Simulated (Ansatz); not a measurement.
Isomers of C2H8OSi (singlet), relaxed with PBE0-D4/def2-SVP; total energies from Ansatz at CCSD(T)/def2-TZVP.

```tsv
isomer	description	energy (Eh)
A	SiH2Me(OMe) (C2H8OSi)	-445.07651
B	Si(OEt)H3 (C2H8OSi)	-445.06401
```

Correlated methods freeze 8 core orbitals.

**Question.** Work out the relative energies (1 Eh = 2625.5 kJ/mol) and the Boltzmann populations at 1200 K from electronic energies alone (R = 8.314 J/mol/K).

**Answer.** ΔE: A 0.0, B 32.8 kJ/mol. RT = 9.98 kJ/mol. Factors exp(−ΔE/RT): A 1, B 0.0374; sum 1.037. Populations: A 96.4 %, B 3.6 %. Zero-point energy, vibrational entropy and symmetry numbers are left out and can shift these; an error of 4 kJ/mol changes a ratio by a factor of 1.5. Over the other density-functional and correlated levels in def2 sets, the gap between A and B ranges from 29 to 38 kJ/mol.
